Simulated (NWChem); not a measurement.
# C4H5F; SMILES FC1=CCC1

```xyz
10

F     -0.0135    -1.8345     0.0000
C      0.0584    -0.5180     0.0000
C      1.0728     0.3519     0.0000
C      0.1103     1.5231     0.0000
C     -1.0521     0.4806     0.0000
H      2.1598     0.2697     0.0000
H      0.1394     2.1636    -0.8963
H      0.1394     2.1636     0.8963
H     -1.6917     0.4899    -0.8972
H     -1.6917     0.4899     0.8972
```
Atoms are numbered in this order, from 1.

Computed with NWChem. Pople sets run with spherical d functions. Coordinates come from a PBE0/def2-SVP optimisation. Level: B3LYP/6-31G* with SMD (1 M gas to 1 M solution), gas-phase geometry.

```tsv
solvent	dielectric constant	solvation free energy (kcal/mol)	cavity-dispersion-structure term (kcal/mol)	dipole in solution (D)
water	78.4	1.0	2.8	1.51
tetrahydrofuran	7.43	-2.6	-1.0	1.46
methanol	32.6	-2.2	-0.4	1.50
dichloromethane	8.93	-3.5	-1.8	1.47
ethyl acetate	5.99	-2.8	-1.3	1.44
1-propanol	20.5	-2.4	-0.6	1.49
cyclohexanone	15.6	-2.3	-0.6	1.49
```
